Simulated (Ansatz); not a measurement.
The molecule BCl, closed-shell singlet (the spin of the measured ground state).

```csv
level,bond energy D_e (kcal/mol)
SVWN5/def2-TZVPP,143.61
PBE/def2-TZVPP,127.62
r2SCAN/def2-TZVPP,123.36
B97M-V/def2-TZVPP,127.45
B3LYP/def2-TZVPP,119.30
PBE0/def2-TZVPP,122.86
BHLYP/def2-TZVPP,113.68
CAM-B3LYP/def2-TZVPP,118.99
wB97X-V/def2-TZVPP,121.61
wB97M-V/def2-TZVPP,125.77
B2PLYP/def2-TZVPP,120.32
CCSD/def2-TZVPP,114.85
CCSD/def2-QZVPP,116.64
CCSD(T)/def2-TZVPP,119.07
CCSD(T)/def2-QZVPP,121.03
"CCSD(T)/CBS(def2-TZVPP, def2-QZVPP)",122.47
```

The rows run from 113.68 (BHLYP/def2-TZVPP) to 143.61 kcal/mol (SVWN5/def2-TZVPP). From def2-TZVPP to def2-QZVPP CCSD(T) changes by 1.96. The 11 functionals in def2-TZVPP without D3 or D4 span 29.93, from BHLYP to SVWN5.

D_e counts from the fitted minimum to each atom's lowest state at the same level, without counterpoise. The singlet is restricted.

Cores are frozen in the correlated methods. CBS: X⁻³ extrapolation of the correlation energy, Hartree–Fock from the larger set.

Doubts at one or more of the structures used: a restricted determinant that unrestricted orbitals would lower (CCSD/def2-TZVPP, CCSD/def2-QZVPP, CCSD(T)/def2-TZVPP, CCSD(T)/def2-QZVPP, CCSD(T)/CBS(def2-TZVPP, def2-QZVPP)).

The values were computed with Ansatz (a first-principles code). Values without a source in brackets are computed.
